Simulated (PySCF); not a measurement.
**TDDFT excited states: C6H5FOS**

C6H5FOS.
SMILES: `C#C[C@@H]1SCC(=O)[C@@H]1F`

Method: TDDFT CAM-B3LYP/def2-SVPD, vertical, gas phase, core orbitals frozen in the response in PySCF 2.14.0, density-fitted response routines. One conformer (not necessarily the lowest) at the GFN2-xTB geometry, without solvent, vibrations or thermal averaging.

| state | E (eV) | λ (nm) | ν̃ (cm⁻¹) | f | \|μ\| (D) | main configurations (H = HOMO, L = LUMO) |
| --- | --- | --- | --- | --- | --- | --- |
| S1 | 4.28 | 290.0 | 34490 | 0.0002 | 0.10 | H-1→L (65%), H→L (15%), H-3→L (10%) |
| S2 | 5.11 | 242.9 | 41180 | 0.0041 | 0.46 | H→L+1 (80%) |
| S3 | 5.29 | 234.5 | 42650 | 0.0033 | 0.41 | H→L (79%), H-1→L (12%) |
| S4 | 6.25 | 198.5 | 50370 | 0.0054 | 0.48 | H-3→L (28%), H-3→L+1 (14%) |
| S5 | 6.35 | 195.2 | 51220 | 0.026 | 1.03 | H→L+2 (57%), H→L+3 (14%) |
| S6 | 6.45 | 192.2 | 52030 | 0.0020 | 0.29 | H-2→L (34%), H-3→L+1 (11%) |
| S7 | 6.58 | 188.5 | 53060 | 0.0081 | 0.57 | H-2→L+1 (25%), H→L+2 (20%), H-3→L (11%) |
| S8 | 6.77 | 183.1 | 54600 | 0.019 | 0.86 | H→L+3 (60%), H-2→L (9%) |

Triplets (Tamm–Dancoff): T1 3.75 eV, H-1→L (65%), H→L (12%), H-3→L (11%); T2 4.55 eV, H→L+1 (80%); T3 5.08 eV, H→L (70%), H-1→L (8%).

The lowest singlet lies at 4.28 eV (290 nm, ultraviolet) and is dark (f under 0.0005); its leading configuration is HOMO-1→LUMO (65%). The strongest level in the table is S5 at 6.35 eV (195 nm, f = 0.026). Löwdin shares by element: HOMO sulfur 64%, carbon 20% or more (atoms not listed hold the other 16%); LUMO carbon 48% or more, oxygen 27% (atoms not listed hold the other 25%). Weighted by f, the mean energy of these states is 6.36 eV. The listed states span 2.49 eV, and the widest gap between neighbours is 0.96 eV (S3 to S4). Orbital energies (eV): HOMO-3 -10.01, HOMO-2 -9.89, HOMO-1 -9.37, HOMO -8.60, LUMO -0.35, LUMO+1 0.41, LUMO+2 1.01. Only the lowest 8 singlets were computed, as vertical energies without vibronic structure.

Hardware: one thread, Arm Neoverse N1 (aarch64), shared host with 64 logical CPUs at a one-minute load of 19. Cost: 93 s of wall time, 1.1 GiB resident at most.
